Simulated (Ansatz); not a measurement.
Mulliken charges of AlBFH3OS, SMILES `[OH][AlH][S]BF` from ωB97M-V/def2-TZVPP in Ansatz (PBE0-D4/def2-TZVP geometry).

```json
{"atom": "O1", "x (Å)": "-0.584", "y (Å)": "1.983", "z (Å)": "0.427", "charge (e)": "-0.394"}
{"atom": "Al2", "x (Å)": "0.533", "y (Å)": "0.839", "z (Å)": "-0.117", "charge (e)": "0.475"}
{"atom": "S3", "x (Å)": "0.882", "y (Å)": "-1.008", "z (Å)": "1.172", "charge (e)": "-0.219"}
{"atom": "B4", "x (Å)": "-0.121", "y (Å)": "-1.625", "z (Å)": "-0.119", "charge (e)": "0.205"}
{"atom": "F5", "x (Å)": "-0.510", "y (Å)": "-0.639", "z (Å)": "-1.051", "charge (e)": "-0.207"}
{"atom": "H6", "x (Å)": "-1.201", "y (Å)": "1.848", "z (Å)": "1.143", "charge (e)": "0.159"}
{"atom": "H7", "x (Å)": "1.619", "y (Å)": "1.261", "z (Å)": "-1.165", "charge (e)": "-0.116"}
{"atom": "H8", "x (Å)": "-0.526", "y (Å)": "-2.716", "z (Å)": "-0.346", "charge (e)": "0.097"}
```

By hand: the dipole of these point charges (1 e Å = 4.8032 D).

Σ q r = (-0.059, -0.479, -0.004) e Å, of length 0.483 e Å = 2.32 D.

How does the dipole of the full density compare? (Best estimate.)

Computed: (-0.196, -0.257, 0.103) e Å, 1.63 D; the point charges give 1.42 times that, at 35° from its direction.

Point charges leave out the atoms' own dipoles, such as those of lone pairs, and Mulliken's split depends on the basis, so the two needn't agree.
